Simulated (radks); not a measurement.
Li I, configuration 2s1 2p2 (not the ground configuration).

Calculated with a radial shooting solver on a logarithmic mesh with Libxc functionals: scalar-relativistic Kohn-Sham, LDA (Slater exchange, Perdew-Wang correlation), spin-polarised, spherical densities, finite nucleus; open shells are filled with parallel spins first; Fermi nuclear charge, rms radius 2.444 fm.

Energy parts (eV):
| part | energy |
|---|---|
| total | -60.791 |
| kinetic | 59.815 |
| electron-nucleus | -147.973 |
| Hartree | 49.516 |
| exchange-correlation | -22.149 |

Orbitals (lengths in bohr, moments of r in powers of bohr):
| orbital | occ. | eigenvalue (eV) | <r> |
|---|---|---|---|
| 1s up | 0 | -92.2053 | 0.4999 |
| 2s up | 1 | -7.2899 | 2.428 |
| 2p up | 2 | -5.5200 | 2.171 |

The highest occupied level is 2p up at -5.520 eV. The configuration is held as typed, so some empty levels lie below it. The density falls to 0.001 e/bohr^3 at r = 4.13 bohr.
